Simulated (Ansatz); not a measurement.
Molecular dynamics of AlFH6O2Si

Input file:

```yaml
crystal:
  periodic: [false, false, false]
  atoms:
    - { symbol: Al, position_ang: [-0.116412, 0.25523, 0.028256] }
    - { symbol: H, position_ang: [-0.479107, -0.181192, 1.690381] }
    - { symbol: O, position_ang: [1.315032, -0.445202, -0.537] }
    - { symbol: Si, position_ang: [2.447435, -1.397467, -1.258794] }
    - { symbol: H, position_ang: [1.80803, -2.517496, -2.014311] }
    - { symbol: H, position_ang: [3.270807, -0.587472, -2.207507] }
    - { symbol: H, position_ang: [3.354947, -1.980252, -0.222877] }
    - { symbol: F, position_ang: [-1.495483, 0.234594, -0.894955] }
    - { symbol: O, position_ang: [0.114829, 1.792926, 0.984812] }
    - { symbol: H, position_ang: [0.944992, 2.265884, 1.119326] }
    - { symbol: H, position_ang: [-0.168969, 0.82695, 1.725266] }
basis:
  gaussian: { orbitals: def2-SVP }
hamiltonian:
  xc: pbe0
md:
  timestep: 0.5
  n_steps: 200
  ensemble: nve
  temperature: 100.0
  initial_velocities: maxwell_boltzmann
  seed: 3006
```

Command:

```bash
$ ansatz run input.yaml --threads 4 --pin off --max-ram 5120MiB --backend cpu --events-out ev --progress --plain --runs-dir out
```

It starts at the highest image of a converged band, a first-order saddle point between two minima.

Output, in part (one step line in 3, the closing report, with atoms numbered from 0):

```
md step     0: t =     0.00 fs  T =   100.0 K  F+E_penalty+E_count = -21364.13909850 eV  E_kin = 0.116334 eV  conserved = -21364.02276450 eV  (24 SCF iters)
md step     3: t =     1.50 fs  T =    90.1 K  F+E_penalty+E_count = -21364.12746292 eV  E_kin = 0.104790 eV  conserved = -21364.02267268 eV  (23 SCF iters)
md step     6: t =     3.00 fs  T =    71.2 K  F+E_penalty+E_count = -21364.10529340 eV  E_kin = 0.082800 eV  conserved = -21364.02249311 eV  (23 SCF iters)
md step     9: t =     4.50 fs  T =    63.3 K  F+E_penalty+E_count = -21364.09603194 eV  E_kin = 0.073605 eV  conserved = -21364.02242664 eV  (30 SCF iters)
md step    12: t =     6.00 fs  T =    74.6 K  F+E_penalty+E_count = -21364.10931174 eV  E_kin = 0.086826 eV  conserved = -21364.02248616 eV  (28 SCF iters)
md step    15: t =     7.50 fs  T =    99.5 K  F+E_penalty+E_count = -21364.13829417 eV  E_kin = 0.115746 eV  conserved = -21364.02254786 eV  (28 SCF iters)
md step    18: t =     9.00 fs  T =   131.2 K  F+E_penalty+E_count = -21364.17523809 eV  E_kin = 0.152673 eV  conserved = -21364.02256545 eV  (26 SCF iters)
md step    21: t =    10.50 fs  T =   169.3 K  F+E_penalty+E_count = -21364.21957817 eV  E_kin = 0.196995 eV  conserved = -21364.02258366 eV  (29 SCF iters)
md step    24: t =    12.00 fs  T =   217.1 K  F+E_penalty+E_count = -21364.27510586 eV  E_kin = 0.252568 eV  conserved = -21364.02253750 eV  (29 SCF iters)
md step    27: t =    13.50 fs  T =   280.4 K  F+E_penalty+E_count = -21364.34887524 eV  E_kin = 0.326179 eV  conserved = -21364.02269625 eV  (29 SCF iters)
md step    30: t =    15.00 fs  T =   340.2 K  F+E_penalty+E_count = -21364.41874158 eV  E_kin = 0.395729 eV  conserved = -21364.02301288 eV  (29 SCF iters)
md step    33: t =    16.50 fs  T =   369.0 K  F+E_penalty+E_count = -21364.45206573 eV  E_kin = 0.429290 eV  conserved = -21364.02277538 eV  (29 SCF iters)
md step    36: t =    18.00 fs  T =   390.8 K  F+E_penalty+E_count = -21364.47722689 eV  E_kin = 0.454634 eV  conserved = -21364.02259308 eV  (28 SCF iters)
md step    39: t =    19.50 fs  T =   424.5 K  F+E_penalty+E_count = -21364.51663623 eV  E_kin = 0.493782 eV  conserved = -21364.02285402 eV  (29 SCF iters)
md step    42: t =    21.00 fs  T =   449.0 K  F+E_penalty+E_count = -21364.54498364 eV  E_kin = 0.522314 eV  conserved = -21364.02266940 eV  (28 SCF iters)
md step    45: t =    22.50 fs  T =   478.3 K  F+E_penalty+E_count = -21364.57907357 eV  E_kin = 0.556467 eV  conserved = -21364.02260653 eV  (29 SCF iters)
md step    48: t =    24.00 fs  T =   513.0 K  F+E_penalty+E_count = -21364.61984417 eV  E_kin = 0.596793 eV  conserved = -21364.02305152 eV  (29 SCF iters)
md step    51: t =    25.50 fs  T =   516.7 K  F+E_penalty+E_count = -21364.62389782 eV  E_kin = 0.601135 eV  conserved = -21364.02276241 eV  (29 SCF iters)
md step    54: t =    27.00 fs  T =   514.1 K  F+E_penalty+E_count = -21364.62067944 eV  E_kin = 0.598023 eV  conserved = -21364.02265661 eV  (29 SCF iters)
md step    57: t =    28.50 fs  T =   516.1 K  F+E_penalty+E_count = -21364.62327549 eV  E_kin = 0.600382 eV  conserved = -21364.02289313 eV  (29 SCF iters)
md step    60: t =    30.00 fs  T =   504.8 K  F+E_penalty+E_count = -21364.60979822 eV  E_kin = 0.587274 eV  conserved = -21364.02252431 eV  (28 SCF iters)
md step    63: t =    31.50 fs  T =   507.8 K  F+E_penalty+E_count = -21364.61342379 eV  E_kin = 0.590791 eV  conserved = -21364.02263286 eV  (29 SCF iters)
md step    66: t =    33.00 fs  T =   517.5 K  F+E_penalty+E_count = -21364.62496848 eV  E_kin = 0.602083 eV  conserved = -21364.02288594 eV  (29 SCF iters)
md step    69: t =    34.50 fs  T =   513.4 K  F+E_penalty+E_count = -21364.62000863 eV  E_kin = 0.597314 eV  conserved = -21364.02269500 eV  (28 SCF iters)
md step    72: t =    36.00 fs  T =   511.3 K  F+E_penalty+E_count = -21364.61773957 eV  E_kin = 0.594851 eV  conserved = -21364.02288900 eV  (30 SCF iters)
md step    75: t =    37.50 fs  T =   492.6 K  F+E_penalty+E_count = -21364.59609382 eV  E_kin = 0.573101 eV  conserved = -21364.02299328 eV  (29 SCF iters)
md step    78: t =    39.00 fs  T =   451.2 K  F+E_penalty+E_count = -21364.54728285 eV  E_kin = 0.524860 eV  conserved = -21364.02242293 eV  (29 SCF iters)
md step    81: t =    40.50 fs  T =   435.5 K  F+E_penalty+E_count = -21364.52921000 eV  E_kin = 0.506620 eV  conserved = -21364.02259030 eV  (30 SCF iters)
md step    84: t =    42.00 fs  T =   436.6 K  F+E_penalty+E_count = -21364.53069532 eV  E_kin = 0.507919 eV  conserved = -21364.02277607 eV  (30 SCF iters)
md step    87: t =    43.50 fs  T =   434.5 K  F+E_penalty+E_count = -21364.52821070 eV  E_kin = 0.505517 eV  conserved = -21364.02269336 eV  (30 SCF iters)
md step    90: t =    45.00 fs  T =   432.2 K  F+E_penalty+E_count = -21364.52574691 eV  E_kin = 0.502828 eV  conserved = -21364.02291902 eV  (30 SCF iters)
md step    93: t =    46.50 fs  T =   410.2 K  F+E_penalty+E_count = -21364.49997764 eV  E_kin = 0.477170 eV  conserved = -21364.02280801 eV  (30 SCF iters)
md step    96: t =    48.00 fs  T =   381.3 K  F+E_penalty+E_count = -21364.46610461 eV  E_kin = 0.443611 eV  conserved = -21364.02249316 eV  (30 SCF iters)
md step    99: t =    49.50 fs  T =   372.0 K  F+E_penalty+E_count = -21364.45555935 eV  E_kin = 0.432802 eV  conserved = -21364.02275769 eV  (30 SCF iters)
md step   102: t =    51.00 fs  T =   362.7 K  F+E_penalty+E_count = -21364.44463364 eV  E_kin = 0.421948 eV  conserved = -21364.02268541 eV  (30 SCF iters)
md step   105: t =    52.50 fs  T =   356.1 K  F+E_penalty+E_count = -21364.43689302 eV  E_kin = 0.414214 eV  conserved = -21364.02267913 eV  (30 SCF iters)
md step   108: t =    54.00 fs  T =   352.6 K  F+E_penalty+E_count = -21364.43292543 eV  E_kin = 0.410144 eV  conserved = -21364.02278149 eV  (30 SCF iters)
md step   111: t =    55.50 fs  T =   345.8 K  F+E_penalty+E_count = -21364.42484432 eV  E_kin = 0.402290 eV  conserved = -21364.02255449 eV  (30 SCF iters)
md step   114: t =    57.00 fs  T =   353.6 K  F+E_penalty+E_count = -21364.43403505 eV  E_kin = 0.411347 eV  conserved = -21364.02268758 eV  (30 SCF iters)
md step   117: t =    58.50 fs  T =   365.4 K  F+E_penalty+E_count = -21364.44792645 eV  E_kin = 0.425081 eV  conserved = -21364.02284592 eV  (30 SCF iters)
md step   120: t =    60.00 fs  T =   365.8 K  F+E_penalty+E_count = -21364.44825986 eV  E_kin = 0.425553 eV  conserved = -21364.02270658 eV  (29 SCF iters)
md step   123: t =    61.50 fs  T =   368.2 K  F+E_penalty+E_count = -21364.45091794 eV  E_kin = 0.428287 eV  conserved = -21364.02263124 eV  (29 SCF iters)
md step   126: t =    63.00 fs  T =   381.0 K  F+E_penalty+E_count = -21364.46581457 eV  E_kin = 0.443185 eV  conserved = -21364.02262926 eV  (26 SCF iters)
md step   129: t =    64.50 fs  T =   406.3 K  F+E_penalty+E_count = -21364.49530223 eV  E_kin = 0.472721 eV  conserved = -21364.02258109 eV  (28 SCF iters)
md step   132: t =    66.00 fs  T =   442.4 K  F+E_penalty+E_count = -21364.53758692 eV  E_kin = 0.514670 eV  conserved = -21364.02291706 eV  (28 SCF iters)
md step   135: t =    67.50 fs  T =   458.9 K  F+E_penalty+E_count = -21364.55676743 eV  E_kin = 0.533825 eV  conserved = -21364.02294206 eV  (29 SCF iters)
md step   138: t =    69.00 fs  T =   451.7 K  F+E_penalty+E_count = -21364.54821542 eV  E_kin = 0.525440 eV  conserved = -21364.02277500 eV  (29 SCF iters)
md step   141: t =    70.50 fs  T =   439.4 K  F+E_penalty+E_count = -21364.53383982 eV  E_kin = 0.511174 eV  conserved = -21364.02266612 eV  (29 SCF iters)
md step   144: t =    72.00 fs  T =   435.2 K  F+E_penalty+E_count = -21364.52885695 eV  E_kin = 0.506327 eV  conserved = -21364.02252996 eV  (29 SCF iters)
md step   147: t =    73.50 fs  T =   449.8 K  F+E_penalty+E_count = -21364.54590901 eV  E_kin = 0.523271 eV  conserved = -21364.02263793 eV  (29 SCF iters)
md step   150: t =    75.00 fs  T =   470.7 K  F+E_penalty+E_count = -21364.57053588 eV  E_kin = 0.547641 eV  conserved = -21364.02289509 eV  (29 SCF iters)
md step   153: t =    76.50 fs  T =   474.9 K  F+E_penalty+E_count = -21364.57537038 eV  E_kin = 0.552444 eV  conserved = -21364.02292608 eV  (29 SCF iters)
md step   156: t =    78.00 fs  T =   462.3 K  F+E_penalty+E_count = -21364.56055784 eV  E_kin = 0.537779 eV  conserved = -21364.02277862 eV  (28 SCF iters)
md step   159: t =    79.50 fs  T =   449.0 K  F+E_penalty+E_count = -21364.54502908 eV  E_kin = 0.522340 eV  conserved = -21364.02268887 eV  (29 SCF iters)
md step   162: t =    81.00 fs  T =   444.9 K  F+E_penalty+E_count = -21364.54016926 eV  E_kin = 0.517535 eV  conserved = -21364.02263460 eV  (28 SCF iters)
md step   165: t =    82.50 fs  T =   453.9 K  F+E_penalty+E_count = -21364.55071599 eV  E_kin = 0.528090 eV  conserved = -21364.02262587 eV  (29 SCF iters)
md step   168: t =    84.00 fs  T =   475.8 K  F+E_penalty+E_count = -21364.57628830 eV  E_kin = 0.553525 eV  conserved = -21364.02276371 eV  (29 SCF iters)
md step   171: t =    85.50 fs  T =   495.7 K  F+E_penalty+E_count = -21364.59961216 eV  E_kin = 0.576670 eV  conserved = -21364.02294242 eV  (28 SCF iters)
md step   174: t =    87.00 fs  T =   498.1 K  F+E_penalty+E_count = -21364.60229893 eV  E_kin = 0.579422 eV  conserved = -21364.02287650 eV  (29 SCF iters)
md step   177: t =    88.50 fs  T =   489.8 K  F+E_penalty+E_count = -21364.59263748 eV  E_kin = 0.569861 eV  conserved = -21364.02277620 eV  (28 SCF iters)
md step   180: t =    90.00 fs  T =   483.8 K  F+E_penalty+E_count = -21364.58558007 eV  E_kin = 0.562869 eV  conserved = -21364.02271142 eV  (29 SCF iters)
md step   183: t =    91.50 fs  T =   483.8 K  F+E_penalty+E_count = -21364.58564926 eV  E_kin = 0.562792 eV  conserved = -21364.02285723 eV  (29 SCF iters)
md step   186: t =    93.00 fs  T =   474.9 K  F+E_penalty+E_count = -21364.57525924 eV  E_kin = 0.552429 eV  conserved = -21364.02283004 eV  (29 SCF iters)
md step   189: t =    94.50 fs  T =   459.4 K  F+E_penalty+E_count = -21364.55714423 eV  E_kin = 0.534457 eV  conserved = -21364.02268714 eV  (29 SCF iters)
md step   192: t =    96.00 fs  T =   453.6 K  F+E_penalty+E_count = -21364.55047765 eV  E_kin = 0.527735 eV  conserved = -21364.02274285 eV  (29 SCF iters)
md step   195: t =    97.50 fs  T =   454.1 K  F+E_penalty+E_count = -21364.55111128 eV  E_kin = 0.528313 eV  conserved = -21364.02279822 eV  (29 SCF iters)
md step   198: t =    99.00 fs  T =   453.2 K  F+E_penalty+E_count = -21364.54990764 eV  E_kin = 0.527173 eV  conserved = -21364.02273494 eV  (29 SCF iters)
md step   200: t =   100.00 fs  T =   452.2 K  F+E_penalty+E_count = -21364.54882887 eV  E_kin = 0.526055 eV  conserved = -21364.02277356 eV  (25 SCF iters)
Total energy: -21364.54886338 eV, -785.1326893178 hartree
Atom 0 at    -0.277740    -0.117393     0.219710 Å, force    -0.752412    -1.809081    -0.854533 eV/Å
Atom 1 at    -0.737014    -1.155216     1.351487 Å, force     0.142803     0.244215    -0.365319 eV/Å
Atom 2 at     1.315996    -0.160245    -0.595140 Å, force     0.618650    -0.629708     0.122379 eV/Å
Atom 3 at     2.428507    -1.261151    -1.195758 Å, force    -0.202189    -0.147346     0.107043 eV/Å
Atom 4 at     1.624309    -2.493987    -1.483226 Å, force     0.212803    -0.049822    -0.137713 eV/Å
Atom 5 at     3.147108    -0.793374    -2.441641 Å, force    -0.324052     0.063594     0.272130 eV/Å
Atom 6 at     3.522289    -1.647285    -0.216539 Å, force    -0.342797     0.254739    -0.099611 eV/Å
Atom 7 at    -1.361353     0.588959    -0.877395 Å, force    -0.302090    -0.352410    -0.002681 eV/Å
Atom 8 at     0.271590     1.513920     0.747776 Å, force     1.560522     1.692174     0.453980 eV/Å
Atom 9 at     1.144724     1.258876     0.283626 Å, force    -0.307895     0.434513     0.397418 eV/Å
Atom 10 at    -0.156479     2.060096     0.069596 Å, force    -0.303343     0.299132     0.106908 eV/Å
Dipole moment:     0.325007     0.359426     0.127566 e Å
```

The run went to its last step. The conserved energy stayed within 0.037 meV per atom of its start (net change -0.00082 meV per atom), so the integration is sound. The kinetic energy rose, since the run started high on the potential surface and went downhill. A run of 0.1 ps of so small a system gives no equilibrium averages. The orbitals stay closed-shell, which can raise the energy where a bond breaks towards radicals; this wasn't checked here.

Between its relaxed ends the band would form H2–H11 and break Al1–H2, O9–H11. These pairs go: H2–H11 1.06 → 3.51 Å, Al1–H2 1.76 → 1.60 Å, O9–H11 1.25 → 0.97 Å. In the last frame they stand as before the step (other bonds may differ from the relaxed reactants and products). Also parted: Al1–H11 1.79 → 2.19 Å. It ends as one piece, AlFH6O2Si. Pairs count as bonded within 1.25 times the sum of covalent radii (0.12 Å more for H–H).

Last frame:

```xyz
11
Properties=species:S:1:pos:R:3
Al -0.278 -0.117 0.220
H -0.737 -1.155 1.351
O 1.316 -0.160 -0.595
Si 2.429 -1.261 -1.196
H 1.624 -2.494 -1.483
H 3.147 -0.793 -2.442
H 3.522 -1.647 -0.216
F -1.361 0.589 -0.877
O 0.272 1.514 0.748
H 1.145 1.259 0.284
H -0.157 2.060 0.070
```

Run time: 4.6 min on 4 threads of Arm Neoverse V2, with other jobs on the host, peak memory 0.23 GiB.
